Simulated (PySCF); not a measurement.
## How exact exchange moves a shielding

Molecule: `OB1OCCO1`, C$_{2}$H$_{5}$BO$_{3}$.

Geometry:
| atom | x (Å) | y (Å) | z (Å) |
| --- | --- | --- | --- |
| O1 | 2.435 | -0.109 | -0.491 |
| B2 | 1.136 | -0.072 | -0.122 |
| O3 | 0.649 | 0.713 | 0.893 |
| C4 | -0.744 | 0.488 | 0.986 |
| C5 | -1.056 | -0.566 | -0.104 |
| O6 | 0.178 | -0.828 | -0.736 |
| H7 | 2.972 | 0.476 | 0.051 |
| H8 | -1.285 | 1.435 | 0.819 |
| H9 | -0.996 | 0.133 | 1.999 |
| H10 | -1.782 | -0.194 | -0.846 |
| H11 | -1.462 | -1.498 | 0.322 |

GIAO shieldings (ppm, equivalent atoms averaged) in PySCF 2.14 on the PBE0-D3(BJ)/def2-SVP geometry, basis pcSseg-2, gas phase, non-relativistic:

| functional | exact exchange (%) | σ(O3/O6) | σ(O1) | σ(B2) | σ(C4/C5) |
| --- | --- | --- | --- | --- | --- |
| BLYP | 0 | 228.9 | 255.5 | 69.7 | 101.7 |
| BP86 | 0 | 231.9 | 257.3 | 72.4 | 107.0 |
| PBE | 0 | 231.0 | 257.3 | 71.7 | 107.0 |
| B3LYP | 20 | 239.8 | 260.7 | 74.0 | 108.5 |
| PBE0 | 25 | 244.2 | 263.7 | 76.9 | 114.8 |
| mPW1PW91 | 25 | 243.8 | 263.3 | 76.9 | 114.1 |
| HF | 100 | 276.6 | 278.7 | 91.2 | 130.1 |

**Question.** Fit each shielding as a line in the percentage of exact exchange.

**Answer.** σ(O3/O6) = 231.1 + 0.46 x (rms 1.2 ppm); σ(O1) = 257.0 + 0.22 x (rms 0.9 ppm); σ(B2) = 71.3 + 0.20 x (rms 1.0 ppm); σ(C4/C5) = 105.8 + 0.25 x (rms 2.3 ppm). The functionals also differ in their semilocal parts, which the line can't hold; Hartree–Fock has no correlation at all.

**Question.** What does the line predict for BHandHLYP (50 %), and what does the run give?

**Answer.** σ(O3/O6): 254.1 predicted, 254.5 computed; σ(O1): 268.0 predicted, 267.9 computed; σ(B2): 81.3 predicted, 80.3 computed; σ(C4/C5): 118.3 predicted, 117.2 computed ppm.
